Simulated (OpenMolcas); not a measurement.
**Co⁶⁺: effect of the basis set**

```
Program             : OpenMolcas
Method              : SS-CASPT2, IPEA 0.25 Eh, imaginary shift 0.1 Eh (closed shells correlated: 3s 3p)
Active space        : 3 electrons in 5 orbitals (3d)
State averaging     : 2S+1 = 4 even, 10 roots; 2S+1 = 2 even, 40 roots
Spin-orbit coupling : state interaction with AMFI integrals over the reference wave functions, term energies averaged over their components
```

A. ANO-R1 [5s3p2d1f], X2C, finite nucleus; CASPT2 step about 8 core-seconds
B. ANO-RCC-VDZP [5s4p2d1f], DKH2, point nucleus; CASPT2 step roughly 5 core-seconds
C. ANO-L-VTZP [6s5p3d2f1g], non-relativistic, point nucleus; CASPT2 step about 6 core-seconds
D. ANO-RCC-VQZP [7s6p4d3f2g1h], DKH2, point nucleus; CASPT2 step about 21 core-seconds
E. ANO-R3 [8s5p5d3f2g1h], X2C, finite nucleus; CASPT2 step about 16 core-seconds

Energies in cm-1 above 3d3 4F 3/2, the measured ground level; measured values from Sugar and Corliss, J. Phys. Chem. Ref. Data 10, 1097 (1981).

```csv
Level,A,B,C,D,E,Measured
3d3 4F 3/2,0.0,0.0,0.0,0.0,0.0,0.0
3d3 4F 5/2,709,713,770,729,716,698
3d3 4F 7/2,1657,1664,1794,1700,1671,1610
3d3 4F 9/2,2800,2820,3030,2870,2820,2723
3d3 4P 1/2,22210,21890,22130,21900,21680,21096
3d3 4P 3/2,22460,22140,22380,22140,21920,21304
3d3 4P 5/2,23310,23000,23330,23030,22790,22187
3d3 2G 7/2,24340,24050,24080,23560,23310,
3d3 2G 9/2,25270,24990,25070,24500,24250,
3d3 2D 3/2(1) [66 %],31630,31110,31420,30840,30550,
3d3 2P 1/2,33180,32550,32800,32140,31900,
3d3 2H 9/2,33630,33310,33240,32560,32260,
3d3 2D 5/2(1),33790,33320,33850,33150,32800,
3d3 2H 11/2,34300,33980,33930,33220,32920,
3d3 2P 3/2 [65 %],35100,34530,35000,34220,33930,
3d3 2F 7/2,54450,53850,54140,53080,52660,
3d3 2F 5/2,54850,54250,54570,53480,53060,
3d3 2D 5/2(2),84740,83710,84830,83150,82560,
3d3 2D 3/2(2),85220,84180,85340,83630,83040,
```

Deviations, from unrounded energies. A percentage is the sum of absolute deviations over the sum of measured energies, with the sign that they share, or ± where signs differ.

| Against measurement | Levels | A | B | C | D | E |
| --- | --- | --- | --- | --- | --- | --- |
| mean absolute deviation (cm-1) | 6 | 590 | 430 | 640 | 460 | 330 |
| fine structure of the ground term (%) | 3 | +2.8 | +3.2 | +11.2 | +5.4 | +3.6 |
| other terms of the ground configuration (%) | 3 | +5.3 | +3.8 | +5.0 | +3.8 | +2.8 |

E lies closest to measurement on these levels and C furthest from it. The largest miss of E in the table is 3d3 4P 3/2, by +610 cm-1. The ranking rests on the paired levels alone, and a cruder setting can come out closer through cancelling errors.

The two smallest mean deviations differ by little beside CASPT2's spread within terms, so their order carries little weight.

Among A to E the level of the table that moves most is 3d3 2D 3/2(2), by 2300 cm-1 (lowest in E, highest in C). Moves below CASPT2's spread within the term are not significant.

CASPT2 breaks the degeneracy within a term, and the mean is taken; among the terms shown or strongly mixed into the levels shown the widest spread is 1100 cm-1 (3d3 2H, B). The CASPT2 spread within a term exceeds the gap to the next term for 3d3 2D(1) and 3d3 2P, 3d3 2P and 3d3 2H, so the order of their levels is uncertain, and so are names and mixing where such terms share a J (figures for A; the like holds for B, C, D, E). The basis is small and was not contracted for so high a charge (holds for A; B). Measured partners are found by configuration, term and J. A level has none where our copy of the source lacks it or the pairing is in doubt (some pairs that miss far off the trend of their configuration count as doubtful), and it then counts in no deviation. Levels of configurations outside the active space are missing.

A share in square brackets marks a mixed level and gives the weight of the term that names it, the lowest over the columns. A number in round brackets counts repeated terms of one configuration in the order of the reference energies.
